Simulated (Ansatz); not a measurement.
Species: dibromo(dichloro)silane, sum formula SiBr2Cl2, net charge 0, singlet state. 
Coordinates optimised at B3LYP-D3(BJ)/def2-TZVP (Ansatz, an electronic-structure program):
```
Si
Cl 1 2.0364
Cl 1 2.0364 2 109.07
Br 1 2.2044 2 109.45 3 -119.73
Br 1 2.2044 2 109.45 3 119.73
```

Wanted: atomisation energy (electronic, to ground-state atoms), in kcal/mol. Correlated levels leave the core frozen unless marked. UHF or UKS for open shells. No spin-orbit coupling. Frozen are the shells of the preceding noble gas and the d and f shells that filled before the atom's block. No relativistic terms. The coupled-cluster limit lacks core correlation, which all-electron functionals hold. CBS(X,Y): correlation extrapolated as X^-3; Hartree-Fock from the larger set.

```csv
level,program,atomisation energy (kcal/mol),minus last row
PBE-D4/def2-TZVPD,Ansatz + dftd4,364.6,6.6
BLYP-D3(BJ)/def2-TZVPD,Ansatz + dftd3,343.9,-14.1
r2SCAN-D4/def2-TZVPD,Ansatz + dftd4,363.4,5.4
PBE0-D3(BJ)/def2-TZVPD,Ansatz + dftd3,359.4,1.4
PBE0-D4/def2-TZVPD,Ansatz + dftd4,359.6,1.6
PBE0/def2-TZVP,Ansatz,353.7,-4.3
r2SCAN0-D4/def2-TZVPD,Ansatz + dftd4,355.9,-2.1
r2SCAN0/def2-TZVPD,Ansatz,354.0,-4.0
CAM-B3LYP-D3(BJ)/def2-TZVPD,Ansatz + dftd3,345.0,-13.0
CAM-B3LYP/def2-TZVPD,Ansatz,338.7,-19.3
wB97M-V/def2-TZVPD,Ansatz,356.5,-1.5
wB97X/def2-TZVPD,Ansatz,352.4,-5.6
B2GP-PLYP-D3(BJ)/def2-TZVPD,Ansatz + dftd3,353.5,-4.5
MP2/def2-TZVPPD,Ansatz,362.0,4.0
SCS-MP2/def2-SVP,Ansatz,319.7,-38.3
SCS-MP2/def2-SVPD,Ansatz,323.2,-34.8
SCS-MP2/def2-QZVPPD,Ansatz,356.8,-1.2
CCSD/6-31G*,Ansatz,302.9,-55.1
CCSD/def2-TZVPP,Ansatz,329.3,-28.7
CCSD/def2-TZVPPD,Ansatz,330.4,-27.6
"CCSD(T)/CBS(def2-TZVPPD,def2-QZVPPD)",Ansatz,358.0,0.0
```
